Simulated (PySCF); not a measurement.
C3H5Cl2F, SMILES C[C@@H](F)C(Cl)Cl.

The structure is a stationary point at PBE0-D3(BJ)/def2-SVP. The structure was generated by enumeration; whether it is a known compound was not checked. One conformer was computed; it need not be the lowest.

Vertical ionisation energy (IE) and electron affinity (EA) in eV. Rows of orbital energies are one-electron estimates. Where ΔSCF, EOM or ADC give a negative EA the extra electron is unbound and the value depends on the basis.

| level | IE | EA |
|---|---|---|
| −ε(HOMO), −ε(LUMO), CAM-B3LYP/def2-TZVP (PySCF) | 10.14 | -1.11 |
| −ε(HOMO), −ε(LUMO), PBE/def2-TZVP (PySCF) | ___ | ___ |

Task: Fill in the missing entries. (Estimate from the structure and the level; the computed values follow.)

Result: 
- −ε(HOMO), −ε(LUMO), PBE/def2-TZVP (PySCF), IE: 7.28
- −ε(HOMO), −ε(LUMO), PBE/def2-TZVP (PySCF), EA: 1.19
